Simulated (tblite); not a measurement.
Species: 4-tert-butyltoluene, C₁₁H₁₆.
Geometry (GFN2-xTB, Å), atoms numbered from 1 in this order:
```xyz
27
C11H16 angstrom
C      4.122   -0.150    0.068
C      2.625   -0.092    0.052
C      1.872   -0.777    0.992
C      0.489   -0.740    0.969
C     -0.197   -0.015    0.003
C     -1.715    0.058   -0.059
C     -2.189   -0.503   -1.407
C     -2.154    1.523    0.076
C     -2.387   -0.746    1.057
C      0.565    0.671   -0.940
C      1.946    0.634   -0.918
H      4.470   -0.991   -0.534
H      4.494   -0.287    1.081
H      4.551    0.759   -0.347
H      2.374   -1.351    1.760
H     -0.046   -1.290    1.726
H     -1.851   -1.530   -1.527
H     -1.802    0.082   -2.237
H     -3.276   -0.488   -1.458
H     -1.790    1.941    1.012
H     -3.240    1.592    0.066
H     -1.768    2.129   -0.740
H     -3.468   -0.657    0.969
H     -2.131   -1.801    0.987
H     -2.098   -0.372    2.036
H      0.080    1.249   -1.712
H      2.506    1.179   -1.665
```

Calculated harmonic vibrations of the isolated species, GFN2-xTB (tblite), most abundant isotopes, no scaling. Errors from tens to a few hundred cm⁻¹ against measured bands are possible. The optimisation stopped once no atom felt more than 0.01 eV/Å.

Lowest wavenumbers of the output (negative numbers stand for imaginary wavenumbers):
```
mode    cm-1
  1     -29.9
  2      48.4
  3      81.7
  4     173.2
  5     197.4
  6     223.9
  7     226.2
  8     287.9
  9     316.3
 10     326.0
 11     351.0
 12     361.1
 13     378.2
 14     405.7
 15     459.0
```

Task: Is this structure a minimum?

Result: Not by this Hessian. 1 mode is imaginary beyond 20i (30i cm⁻¹), so at this level the point lies at or near a first-order saddle. The curvature is small, so loose convergence or finite differences may be the whole cause.

Task: Which atoms move in the imaginary mode?

Result: 30i: H12 (methyl hydrogen) 36 %, H13 (methyl hydrogen) 31 %, H14 (methyl hydrogen) 31 %. These are shares of the mass-weighted motion.

Task: What is the remedy?

Result: Step along that mode in both directions, optimise again with tighter thresholds and repeat the frequencies. The zero-point energy of this point (148.2 kcal/mol) counts the 74 real modes alone, and thermal corrections from it aren't those of a minimum.
